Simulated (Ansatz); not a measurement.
Nudged elastic band run: CH6BClO2

The input (input.yaml):

```yaml
crystal:
  periodic: [false, false, false]
  atoms:
    - { symbol: B, position_ang: [0.059274, -0.007551, 0.427796] }
    - { symbol: O, position_ang: [-0.941202, -0.750099, 1.037278] }
    - { symbol: H, position_ang: [-1.816691, -0.389296, 0.8173] }
    - { symbol: Cl, position_ang: [1.67086, -0.908824, 0.365675] }
    - { symbol: H, position_ang: [-0.168271, 0.732048, -0.520307] }
    - { symbol: O, position_ang: [0.454215, 1.242934, 1.668469] }
    - { symbol: C, position_ang: [1.448854, 2.21939, 1.297871] }
    - { symbol: H, position_ang: [2.381184, 1.718979, 0.965966] }
    - { symbol: H, position_ang: [1.023504, 2.795384, 0.456508] }
    - { symbol: H, position_ang: [1.641322, 2.897276, 2.152327] }
    - { symbol: H, position_ang: [0.814051, 0.678358, 2.386816] }
basis:
  gaussian: { orbitals: def2-SVP }
hamiltonian:
  xc: pbe
  dispersion: d4
neb:
  order_check: false
  images: 7
  f_tol: 0.03
  max_iterations: 60
  initial_path: linear
  final_atoms:
    - { symbol: B, position_ang: [0.21289143, 0.52234337, 0.2058959] }
    - { symbol: O, position_ang: [-0.63984873, -0.00679087, 1.83253723] }
    - { symbol: H, position_ang: [-0.18462412, -0.87337418, 1.92649549] }
    - { symbol: Cl, position_ang: [1.55028276, -0.77491717, 0.27774792] }
    - { symbol: H, position_ang: [-0.68368393, 0.28176976, -0.58333834] }
    - { symbol: O, position_ang: [0.54348399, 1.8356626, 0.38041798] }
    - { symbol: C, position_ang: [1.61473234, 2.27089279, 1.19525317] }
    - { symbol: H, position_ang: [2.53327877, 1.6689119, 1.02206118] }
    - { symbol: H, position_ang: [1.82544861, 3.3329751, 0.95738817] }
    - { symbol: H, position_ang: [1.34997003, 2.1979833, 2.27442089] }
    - { symbol: H, position_ang: [-1.55483116, -0.22685759, 1.56681942] }
```

Launched with:

```bash
$ ansatz run input.yaml --threads 2 --pin off --max-ram 3072MiB --backend cpu --events-out ev --progress --plain --runs-dir out
```

Output, in part (warnings, iteration lines, the closing report on the highest movable image, with atoms numbered from 0):

```
NEB end point (image 0): max|allowed force component| = 2.539e-2 eV/Å (the criterion of neb.relax_end_points is 1.000e-2)
NEB end point (image 8): max|allowed force component| = 1.437e-2 eV/Å (the criterion of neb.relax_end_points is 1.000e-2)
NEB iter   1: max|band force component| = 4.515e0 eV/Å  barrier→ = 3.6095 eV  barrier← = 3.5633 eV  Δτ_max = 0.2000 Å  (255 SCF iters)
NEB iter   2: max|band force component| = 3.793e0 eV/Å  barrier→ = 1.8121 eV  barrier← = 1.7659 eV  Δτ_max = 0.2000 Å  (234 SCF iters)
NEB iter   3: max|band force component| = 1.232e1 eV/Å  barrier→ = 1.5021 eV  barrier← = 1.4559 eV  Δτ_max = 0.1017 Å  (233 SCF iters)
NEB iter   4: max|band force component| = 1.920e0 eV/Å  barrier→ = 0.6529 eV  barrier← = 0.6068 eV  Δτ_max = 0.1949 Å  (206 SCF iters)
NEB iter   5: max|band force component| = 1.201e0 eV/Å  barrier→ = 0.4159 eV  barrier← = 0.3697 eV  Δτ_max = 0.1470 Å  (199 SCF iters)
NEB iter   6: max|band force component| = 8.194e-1 eV/Å  barrier→ = 0.3401 eV  barrier← = 0.2939 eV  Δτ_max = 0.1071 Å  (201 SCF iters)
NEB iter   7: max|band force component| = 5.398e-1 eV/Å  barrier→ = 0.2909 eV  barrier← = 0.2447 eV  Δτ_max = 0.0703 Å  (199 SCF iters)
NEB iter   8: max|band force component| = 6.249e-1 eV/Å  barrier→ = 0.2769 eV  barrier← = 0.2308 eV  Δτ_max = 0.0359 Å  (196 SCF iters)
NEB iter   9: max|band force component| = 7.772e-1 eV/Å  barrier→ = 0.2740 eV  barrier← = 0.2278 eV  CI = image 3  Δτ_max = 0.0357 Å  (203 SCF iters)
NEB iter  10: max|band force component| = 6.412e-1 eV/Å  barrier→ = 0.3196 eV  barrier← = 0.2734 eV  CI = image 3  Δτ_max = 0.0718 Å  (206 SCF iters)
NEB iter  11: max|band force component| = 4.333e-1 eV/Å  barrier→ = 0.3989 eV  barrier← = 0.3527 eV  CI = image 3  Δτ_max = 0.1165 Å  (203 SCF iters)
NEB iter  12: max|band force component| = 6.363e-1 eV/Å  barrier→ = 0.4902 eV  barrier← = 0.4440 eV  CI = image 3  Δτ_max = 0.0573 Å  (202 SCF iters)
NEB iter  13: max|band force component| = 2.418e-1 eV/Å  barrier→ = 0.4757 eV  barrier← = 0.4295 eV  CI = image 3  Δτ_max = 0.0630 Å  (203 SCF iters)
NEB iter  14: max|band force component| = 9.196e-2 eV/Å  barrier→ = 0.4722 eV  barrier← = 0.4261 eV  CI = image 3  Δτ_max = 0.1089 Å  (208 SCF iters)
NEB iter  15: max|band force component| = 5.609e-1 eV/Å  barrier→ = 0.4710 eV  barrier← = 0.4248 eV  CI = image 3  Δτ_max = 0.0577 Å  (206 SCF iters)
NEB iter  16: max|band force component| = 2.078e-1 eV/Å  barrier→ = 0.4699 eV  barrier← = 0.4238 eV  CI = image 3  Δτ_max = 0.0452 Å  (190 SCF iters)
NEB iter  17: max|band force component| = 9.616e-2 eV/Å  barrier→ = 0.4687 eV  barrier← = 0.4225 eV  CI = image 3  Δτ_max = 0.0597 Å  (202 SCF iters)
NEB iter  18: max|band force component| = 1.459e-1 eV/Å  barrier→ = 0.4678 eV  barrier← = 0.4216 eV  CI = image 3  Δτ_max = 0.0276 Å  (194 SCF iters)
NEB iter  19: max|band force component| = 5.712e-2 eV/Å  barrier→ = 0.4672 eV  barrier← = 0.4210 eV  CI = image 3  Δτ_max = 0.0299 Å  (187 SCF iters)
NEB iter  20: max|band force component| = 4.377e-2 eV/Å  barrier→ = 0.4666 eV  barrier← = 0.4204 eV  CI = image 3  Δτ_max = 0.0300 Å  (192 SCF iters)
NEB iter  21: max|band force component| = 5.669e-2 eV/Å  barrier→ = 0.4662 eV  barrier← = 0.4200 eV  CI = image 3  Δτ_max = 0.0150 Å  (190 SCF iters)
NEB iter  22: max|band force component| = 3.935e-2 eV/Å  barrier→ = 0.4660 eV  barrier← = 0.4198 eV  CI = image 3  Δτ_max = 0.0150 Å  (188 SCF iters)
NEB iter  23: max|band force component| = 2.651e-2 eV/Å  barrier→ = 0.4658 eV  barrier← = 0.4196 eV  CI = image 3  Δτ_max = 0.0150 Å  (198 SCF iters)
NEB iter  24: max|band force component| = 2.651e-2 eV/Å  barrier→ = 0.4656 eV  barrier← = 0.4194 eV  CI = image 3  Δτ_max = 0.0000 Å  (228 SCF iters)
Total energy: -18409.14153599 eV, -676.5234732834 hartree
Atom 0 at     0.035332     0.213617     0.363545 Å, force     0.009736    -0.003316    -0.002183 eV/Å
Atom 1 at    -0.324456    -0.580167     1.658861 Å, force    -0.005709     0.007450    -0.001091 eV/Å
Atom 2 at    -1.291959    -0.695643     1.722564 Å, force     0.000681    -0.007616     0.001531 eV/Å
Atom 3 at     1.514427    -0.485644    -0.441191 Å, force    -0.002212     0.001264    -0.001333 eV/Å
Atom 4 at    -0.924596     0.386377    -0.367463 Å, force    -0.001443     0.000473     0.001663 eV/Å
Atom 5 at     0.349630     1.444836     1.251666 Å, force    -0.017268     0.010673    -0.001246 eV/Å
Atom 6 at     1.561496     2.197618     1.215770 Å, force     0.001244    -0.009067    -0.000138 eV/Å
Atom 7 at     2.449192     1.537941     1.131087 Å, force     0.002233     0.002364     0.001854 eV/Å
Atom 8 at     1.539029     2.880925     0.342692 Å, force     0.003494    -0.002692     0.000285 eV/Å
Atom 9 at     1.618764     2.801594     2.141827 Å, force     0.000424     0.001607     0.000090 eV/Å
Atom 10 at     0.040240     0.527148     2.036342 Å, force     0.008819    -0.001139     0.000569 eV/Å
Dipole moment:    -0.239752     0.315272     0.537968 e Å
```

The run converged. The band force fell under the threshold earlier too, but the program's further tests of the path sent the band on. The order of the stationary point at the top wasn't checked. The orbitals stay closed-shell, which can raise the energy where a bond breaks towards radicals; this wasn't checked here.

Final band (atoms are numbered from 1 in the order of the input):

```tsv
image	path coordinate (Å)	energy (kJ/mol)	B1–O2 (Å)	O6–H11 (Å)	O2–H11 (Å)
0	0.00	0.0	1.39	0.98	2.63
1	0.80	1.1	1.39	0.98	2.39
2	1.59	3.7	1.41	0.98	2.08
3	2.39	44.9	1.56	1.25	1.23
4	3.08	16.6	1.84	2.00	0.99
5	3.78	11.9	2.10	2.41	0.98
6	4.47	9.8	2.07	2.64	0.98
7	5.16	6.7	1.98	2.94	0.98
8	5.86	4.5	1.91	3.17	0.98
```

Run time: 5.8 min on 2 threads of Intel(R) Xeon(R) Platinum 8259CL CPU @ 2.50GHz (Skylake/Cascade Lake), with other jobs on the host, peak memory 0.18 GiB.
